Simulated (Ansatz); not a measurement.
Steps of a relaxation of `C=[CH][GeH2][CH2]F` with RKS PBE-D4/def2-SVP.

```sh
$ ansatz run in.yaml --threads 4 --pin off --events-out ev --progress --plain --max-ram 10444MiB
```

```yaml
crystal:
  periodic: [false, false, false]
  atoms:
    - {symbol: C, position_ang: [-0.541400, 0.836800, 1.731000]}
    - {symbol: C, position_ang: [-0.924900, 0.974000, 0.431400]}
    - {symbol: Ge, position_ang: [0.259700, 0.394600, -0.954700]}
    - {symbol: C, position_ang: [0.743800, -1.490000, -0.715300]}
    - {symbol: F, position_ang: [-0.505200, -2.225900, -0.817900]}
    - {symbol: H, position_ang: [-1.283300, 1.230000, 2.483500]}
    - {symbol: H, position_ang: [0.397300, 0.475300, 2.020900]}
    - {symbol: H, position_ang: [-1.846200, 1.404400, 0.141800]}
    - {symbol: H, position_ang: [-0.347100, 0.642800, -2.289200]}
    - {symbol: H, position_ang: [1.615300, 1.198800, -0.814000]}
    - {symbol: H, position_ang: [1.358600, -1.836100, -1.483800]}
    - {symbol: H, position_ang: [1.150300, -1.659600, 0.300200]}
basis:
  gaussian: {orbitals: def2-SVP}
hamiltonian: {xc: pbe, dispersion: d4}
relax: {f_tol: 0.03, max_steps: 200}
```

Positions (Å) and forces (eV/Å) along the path, 6 of 6 steps:

```xyz
12
step=1 energy=-62431.4744 eV
C    -0.541    0.837    1.731   -3.465    1.732   -1.126
C    -0.925    0.974    0.431    1.944   -0.950    1.350
Ge    0.260    0.395   -0.955    1.288    0.330    0.488
C     0.744   -1.490   -0.715   -3.120    0.031    1.507
F    -0.505   -2.226   -0.818    1.041    0.515    0.136
H    -1.283    1.230    2.483    0.802   -0.450   -0.033
H     0.397    0.475    2.021    1.819   -0.833    0.738
H    -1.846    1.404    0.142   -1.597    0.650   -0.173
H    -0.347    0.643   -2.289   -0.420    0.085   -1.083
H     1.615    1.199   -0.814   -0.258   -0.121   -0.132
H     1.359   -1.836   -1.484    1.738   -0.877   -1.635
H     1.150   -1.660    0.300    0.228   -0.111   -0.037
12
step=2 energy=-62431.7827 eV
C    -0.542    0.944    1.762   -1.343   -0.228   -0.391
C    -0.906    0.988    0.457    0.634   -0.067    0.418
Ge    0.299    0.422   -0.957    0.335    0.081   -0.020
C     0.713   -1.498   -0.728   -1.405   -0.450    0.297
F    -0.505   -2.241   -0.843    0.733    0.556    0.082
H    -1.301    1.222    2.532    0.490   -0.008   -0.060
H     0.378    0.455    2.095    0.382    0.180    0.165
H    -1.894    1.355    0.162   -0.305    0.225    0.039
H    -0.318    0.622   -2.349   -0.158    0.040   -0.196
H     1.640    1.226   -0.883   -0.091   -0.087    0.005
H     1.390   -1.867   -1.499    0.559   -0.182   -0.350
H     1.124   -1.682    0.285    0.169   -0.059    0.011
12
step=3 energy=-62431.7805 eV rejected
C    -0.623    0.853    1.783    1.332    0.632    0.026
C    -0.907    0.986    0.465   -0.200   -0.136    0.242
Ge    0.319    0.425   -0.959   -0.111   -0.029   -0.132
C     0.697   -1.516   -0.739   -0.244   -0.391   -0.226
F    -0.503   -2.233   -0.884    0.261    0.244    0.024
H    -1.312    1.227    2.572    0.092   -0.307   -0.150
H     0.449    0.607    2.132   -1.401   -0.037   -0.337
H    -1.905    1.376    0.162    0.215   -0.185    0.106
H    -0.326    0.623   -2.368    0.026    0.016    0.198
H     1.658    1.210   -0.896    0.035    0.011    0.030
H     1.423   -1.888   -1.507   -0.090    0.150    0.203
H     1.107   -1.725    0.273    0.083    0.031    0.015
12
step=4 energy=-62431.8589 eV
C    -0.593    0.902    1.761    0.039   -0.097    0.141
C    -0.894    1.009    0.456   -0.017    0.068   -0.089
Ge    0.305    0.420   -0.975    0.107   -0.142    0.140
C     0.702   -1.532   -0.723   -0.145    0.403    0.016
F    -0.506   -2.217   -0.855    0.280   -0.075   -0.007
H    -1.318    1.173    2.550    0.100    0.078   -0.026
H     0.383    0.516    2.107   -0.048   -0.037    0.039
H    -1.876    1.435    0.187   -0.072   -0.078   -0.107
H    -0.362    0.617   -2.359   -0.019   -0.014    0.003
H     1.644    1.210   -0.921    0.037    0.014   -0.018
H     1.447   -1.870   -1.477   -0.135   -0.124   -0.083
H     1.144   -1.718    0.283   -0.127    0.004   -0.010
12
step=5 energy=-62431.8691 eV
C    -0.600    0.864    1.750    0.020    0.017   -0.016
C    -0.902    1.006    0.446    0.021    0.036   -0.004
Ge    0.305    0.437   -0.982    0.051   -0.095   -0.044
C     0.694   -1.499   -0.712    0.112    0.038   -0.002
F    -0.476   -2.232   -0.793   -0.219   -0.071   -0.032
H    -1.284    1.183    2.553   -0.070   -0.009    0.023
H     0.355    0.423    2.087    0.026    0.013    0.003
H    -1.876    1.443    0.160    0.030    0.013    0.023
H    -0.370    0.648   -2.364    0.012   -0.010    0.027
H     1.668    1.198   -0.941   -0.086    0.003    0.017
H     1.418   -1.882   -1.465    0.054    0.048   -0.032
H     1.144   -1.644    0.295    0.050    0.017    0.039
12
step=6 energy=-62431.8743 eV
C    -0.594    0.891    1.761    0.001    0.002    0.016
C    -0.895    1.007    0.455    0.014   -0.005    0.011
Ge    0.308    0.422   -0.971   -0.019   -0.008   -0.014
C     0.697   -1.514   -0.724    0.008   -0.009   -0.010
F    -0.480   -2.241   -0.855   -0.015    0.007   -0.004
H    -1.297    1.201    2.554    0.001    0.007    0.000
H     0.369    0.477    2.111   -0.007    0.003    0.001
H    -1.876    1.428    0.169   -0.003   -0.002   -0.013
H    -0.371    0.625   -2.350    0.000    0.000    0.002
H     1.652    1.206   -0.929    0.003   -0.004    0.005
H     1.438   -1.870   -1.475    0.009    0.009   -0.007
H     1.126   -1.687    0.288    0.008   -0.001    0.012
```

Hardware: 4 threads of an Arm Neoverse V1 on a shared host. Wall time 9.5 s, peak host memory 0.18 GiB.
